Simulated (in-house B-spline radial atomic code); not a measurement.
**How G0W0 and RPA depend on the start: F⁵⁺**

Configuration [He] 2s2. Computed with an all-electron radial atomic-structure program (B-spline basis): all electrons, non-relativistic, point nucleus, each spin shell either full or empty, empty states to l = 9 with an (l + 1/2)⁻⁴ tail; G0W0 by contour deformation at full frequency.

```json
{"start": "Hartree-Fock", "mean-field 2s (eV)": "-154.17", "G0W0 (eV)": "-156.47", "QP weight": "0.975", "RPA correlation (Eh)": "-0.20665"}
{"start": "LDA VWN5", "mean-field 2s (eV)": "-143.42", "G0W0 (eV)": "-157.15", "QP weight": "0.945", "RPA correlation (Eh)": "-0.29591"}
{"start": "PBE", "mean-field 2s (eV)": "-144.01", "G0W0 (eV)": "-157.09", "QP weight": "0.945", "RPA correlation (Eh)": "-0.2934"}
{"start": "PBE0", "mean-field 2s (eV)": "-146.83", "G0W0 (eV)": "?", "QP weight": "?", "RPA correlation (Eh)": "?"}
{"start": "r2SCAN", "mean-field 2s (eV)": "-144.58", "G0W0 (eV)": "-157.08", "QP weight": "0.950", "RPA correlation (Eh)": "-0.28101"}
{"start": "HSE06", "mean-field 2s (eV)": "-146.40", "G0W0 (eV)": "-156.95", "QP weight": "0.955", "RPA correlation (Eh)": "-0.26322"}
{"start": "B3LYP (VWN-RPA)", "mean-field 2s (eV)": "-146.39", "G0W0 (eV)": "-156.97", "QP weight": "0.954", "RPA correlation (Eh)": "-0.26602"}
{"start": "SCAN", "mean-field 2s (eV)": "-144.65", "G0W0 (eV)": "-157.08", "QP weight": "0.950", "RPA correlation (Eh)": "-0.28155"}
{"start": "TPSS", "mean-field 2s (eV)": "-144.52", "G0W0 (eV)": "-157.06", "QP weight": "0.948", "RPA correlation (Eh)": "-0.28563"}
{"start": "BHandHLYP", "mean-field 2s (eV)": "-149.59", "G0W0 (eV)": "-156.77", "QP weight": "0.964", "RPA correlation (Eh)": "-0.23708"}
{"start": "CAM-B3LYP", "mean-field 2s (eV)": "-148.34", "G0W0 (eV)": "-156.87", "QP weight": "0.960", "RPA correlation (Eh)": "-0.24935"}
{"start": "LC-wPBE", "mean-field 2s (eV)": "-149.71", "G0W0 (eV)": "-156.83", "QP weight": "0.962", "RPA correlation (Eh)": "-0.24259"}
{"start": "wB97X", "mean-field 2s (eV)": "-149.38", "G0W0 (eV)": "-156.77", "QP weight": "0.964", "RPA correlation (Eh)": "-0.24026"}
{"start": "PBEsol", "mean-field 2s (eV)": "-143.60", "G0W0 (eV)": "-157.10", "QP weight": "0.946", "RPA correlation (Eh)": "-0.29303"}
{"start": "BLYP", "mean-field 2s (eV)": "-144.00", "G0W0 (eV)": "-157.09", "QP weight": "0.945", "RPA correlation (Eh)": "-0.29437"}
{"start": "r2SCAN0", "mean-field 2s (eV)": "-147.19", "G0W0 (eV)": "-156.92", "QP weight": "0.958", "RPA correlation (Eh)": "-0.25379"}
{"start": "LDA exchange-only", "mean-field 2s (eV)": "-141.58", "G0W0 (eV)": "?", "QP weight": "?", "RPA correlation (Eh)": "?"}
```

(1) What G0W0 level, weight and RPA correlation energy follow from the PBE0 start?

(2) What G0W0 level, weight and RPA correlation energy follow from the LDA exchange-only start?

(3) How much of the dependence on the start does G0W0 remove?

## Answers

(1) G0W0 level -156.93 eV, weight 0.956, RPA correlation -0.2596 hartree.

(2) G0W0 level -157.07 eV, weight 0.948, RPA correlation -0.29505 hartree.

(3) The mean-field levels span 12.6 eV and the G0W0 levels 0.68 eV. Against 157.163 eV (NIST, measured) the G0W0 removal energies are off by -0.69 to -0.01 eV.
